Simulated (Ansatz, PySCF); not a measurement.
Gas-phase reaction in SMILES: NB(N)Cl → [NH-]B(N)Cl + H+
Structures are relaxed separately at B3LYP-D3(BJ)/def2-TZVP in Ansatz (a program for electronic structure), one conformer each, not searched for the lowest. Frequencies are from Ansatz or PySCF.

Quantity: gas-phase deprotonation energy (0 K, with B3LYP-D3(BJ) harmonic zero-point energies), in kcal/mol. Valence correlation only, unless marked. Spin-orbit coupling is left out. Non-relativistic. Anions need diffuse functions: aug- sets have them; def2-D sets add few. CBS marks a two-point X^-3 extrapolation of the correlation energy; Hartree-Fock from the larger set. [CCSD(T)-MP2]/basis is that difference in the basis named.

```json
[
 {"level": "r2SCAN/def2-TZVPD", "program": "Ansatz", "gas-phase deprotonation energy (kcal/mol)": "[?]"},
 {"level": "B3LYP-D4/def2-TZVPD", "program": "Ansatz + dftd4", "gas-phase deprotonation energy (kcal/mol)": "[?]"},
 {"level": "BHLYP-D3(BJ)/def2-TZVPD", "program": "Ansatz + dftd3", "gas-phase deprotonation energy (kcal/mol)": "375.6"},
 {"level": "PBE-QIDH/def2-TZVPD", "program": "Ansatz", "gas-phase deprotonation energy (kcal/mol)": "373.3"},
 {"level": "RI-MP2/CBS(aug-cc-pV(T+d)Z,aug-cc-pV(Q+d)Z)+[CCSD(T)-MP2]/aug-cc-pV(T+d)Z", "program": "Ansatz", "gas-phase deprotonation energy (kcal/mol)": "370.6"}
]
```

Q: What belongs in the gaps?

A: 
- r2SCAN/def2-TZVPD, gas-phase deprotonation energy (kcal/mol): 370.8
- B3LYP-D4/def2-TZVPD, gas-phase deprotonation energy (kcal/mol): 370.3
